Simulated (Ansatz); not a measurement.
Conformers of C$_{2}$H$_{8}$FNOSi (`CN[SiH](F)OC`), each relaxed with PBE0-D4/def2-TZVP in Ansatz. CBS adds the triple-zeta coupled-cluster correction to the MP2 limit.

Not all of them had a frequency check.

Conformer A:

Cartesian coordinates in Å:
```
C -1.717 0.719 0.488
N -1.182 -0.352 -0.325
Si 0.145 -1.324 0.084
F 0.388 -2.226 -1.213
O 1.444 -0.426 0.467
C 1.955 0.642 -0.302
H -0.992 0.991 1.260
H -1.906 1.619 -0.106
H -2.648 0.444 0.996
H -1.774 -0.638 -1.087
H -0.010 -2.235 1.234
H 2.691 0.275 -1.021
H 2.444 1.348 0.371
H 1.162 1.164 -0.847
```

Conformer B:

Z-matrix (Å, degrees):
```
C
N 1 1.446
H 1 1.093 2 109.6
H 1 1.096 2 112.8 3 119.6
H 1 1.094 2 111.4 3 -118.4
Si 2 1.685 1 125.5 3 -16.1
H 2 1.007 1 114.9 3 174.6
O 6 1.626 2 106.4 1 162.0
F 6 1.605 2 114.8 1 -79.9
H 6 1.479 2 109.9 1 36.9
C 8 1.411 6 125.3 2 162.5
H 11 1.091 8 108.1 6 -168.0
H 11 1.094 8 111.6 6 -48.4
H 11 1.095 8 111.0 6 73.2
```

(1) Which is lowest in electronic energy at CCSD(T)/CBS (frozen core, def2 sets), and by how much? (An estimate is asked.)

(2) Give the energies relative to A (kJ/mol) with PBE0-D4/def2-TZVPP, ωB97X-V/def2-TZVPP, HF/def2-TZVPP, CCSD/def2-TZVPP, CCSD(T)/def2-TZVPP, MP2/def2-QZVPP, CCSD/CBS(def2). (Estimate.)

Results:

(1) The calculation gave: A; B lies 1.0 kJ/mol higher. Gaps under about 2 kJ/mol don't settle the order.

(2) Computed: 
```tsv
level	B
PBE0-D4/def2-TZVPP	0.9
ωB97X-V/def2-TZVPP	0.6
HF/def2-TZVPP	-1.5
CCSD/def2-TZVPP	0.8
CCSD(T)/def2-TZVPP	1.2
MP2/def2-QZVPP	1.3
CCSD/CBS(def2)	0.6
```
